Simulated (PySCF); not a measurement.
imidazole cation (C3H4N2), SMILES c1ncc[nH]1 (connectivity only; charge and spin as stated), charge +1, multiplicity 2. Geometry: PBE0-D3(BJ)/def2-SVP. The spin state was assumed, not searched.

Computed with PBE0-D3(BJ)/def2-SVP in PySCF 2.14.0.

Harmonic wavenumbers (cm⁻¹): 497, 545, 720, 800, 851, 888, 926, 931, 993, 1065, 1132, 1246, 1285, 1292, 1459, 1480, 1571, 3259, 3266, 3275, 3592. Rotational constants (GHz): 10.10, 8.950, 4.744; symmetry number 1.

Task: Work out the zero-point energy and the ideal-gas rigid-rotor harmonic-oscillator thermochemistry at 298.15 K and 1 atm.

Result: ZPE = ½ Σ hcν = ½ × 31075 cm⁻¹ = 185.87 kJ/mol. H − E(el) = 198.31 kJ/mol. Entropy in J/(mol K): translation 161.38, rotation 100.97, vibration 10.98, spin 5.76, total 279.10. G − E(el) = 115.09 kJ/mol. Cp = 64.71 J/(mol K).
